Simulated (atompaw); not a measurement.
**Pseudopotential generation for magnesium (Mg): PAW (atompaw), PBE, non-relativistic.**

- Element: magnesium
- Generator: atompaw 4.2.0.5
- Type: PAW
- Functional: PBE
- Relativity: non-relativistic
- Frozen core: [Ne]
- Valence charge: 2
- Reference configuration: 3s2 3p0
- Partial waves: 3s (bound): rc 3.00 bohr; 3s channel at 0.5 Ry: rc 2.75 bohr; 3p (bound, empty): rc 3.00 bohr; 3p channel at 0.85 Ry: rc 3.00 bohr
- Local potential: bessel scheme, radius 2.00 bohr
- Core correction: smooth core density matched at 1.70 bohr
- Augmentation charge: besselshape compensation charge, radius 2.85 bohr; PAW radius 3.00 bohr; waves and projectors: custom polynom2 7 10 vanderbiltortho

Poles of the logarithmic derivatives, all-electron (AE) and pseudo (PS). s: poles at 0.7 (AE) and 0.7 (PS) Ry. p: poles at 1.4 (AE) and 1.4 (PS) Ry. Test radius 3.00 bohr.

* Cutoffs needed: 6 Ry and 8 Ry (the cutoffs (Ry, on a coarse ladder) from which the occupation-weighted sum of valence levels, in a spherical-Bessel basis at the reference potential, stays within 10 and 1 mRy of its value at 400 Ry)
* Ghost test: no extra level below or beside the all-electron valence levels (s, p, d, f tested) (spherical-Bessel basis up to 400 Ry, 20 bohr box)
* Lowest eigenvalue of the overlap operator: 0.89 (p channel)
* Overlap eigenvalues printed by atompaw (projector basis): 0.0492, 0.253, 799, 824
* Share of each valence orbital outside the PAW sphere: 3s 49 %, 3p 77 %
